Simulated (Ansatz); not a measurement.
Geometry optimisation, Ansatz 0.2.0, RHF/def2-SVP.

Input file:

```yaml
crystal:
  periodic: [false, false, false]
  atoms:
    - { symbol: W, position_ang: [0.0, 0.0, 0.0] }
    - { symbol: H, position_ang: [0.0, 0.0, 1.72] }
    - { symbol: H, position_ang: [1.72, 0.0, 0.0] }
    - { symbol: F, position_ang: [0.0, 1.85, 0.0] }
    - { symbol: H, position_ang: [-1.72, 0.0, 0.0] }
    - { symbol: H, position_ang: [0.0, -1.72, 0.0] }
    - { symbol: F, position_ang: [0.0, 0.0, -1.85] }
basis:
  gaussian: { orbitals: def2-SVP }
hamiltonian:
  xc: hf
relax:
  f_tol: 0.02
  max_steps: 40
```

Launched with:

```bash
$ ansatz run input.yaml --threads 2 --pin off --max-ram 3072MiB --backend cpu --events-out ev --progress --plain --runs-dir out
```

Q: Where does it end, and by what steps?

A: The forces met the threshold. After 8 steps the energy has fallen by 3.167 eV; H3 moved furthest, 0.50 Å.

| step | energy less start (eV) | largest force component (eV/Å) | accepted |
| --- | --- | --- | --- |
| 0 | 0.0000 | 3.212 | yes |
| 1 | -1.1703 | 1.691 | yes |
| 2 | -2.0933 | 2.028 | yes |
| 3 | -2.8831 | 1.268 | yes |
| 4 | -3.1175 | 0.835 | yes |
| 5 | -3.1599 | 0.136 | yes |
| 6 | -3.1661 | 0.092 | yes |
| 7 | -3.1670 | 0.043 | yes |
| 8 | -3.1673 | 0.001 | yes |

```xyz
7
Properties=species:S:1:pos:R:3
W 0.000 0.317 -0.317
H 0.000 -0.052 1.299
H 1.424 -0.283 0.283
F 0.000 2.084 0.355
H -1.424 -0.283 0.283
H 0.000 -1.299 0.052
F 0.000 -0.355 -2.084
```

Time of the run: 8.2 s on 2 threads of Arm Neoverse V1, on a shared host, peak memory 0.14 GiB.
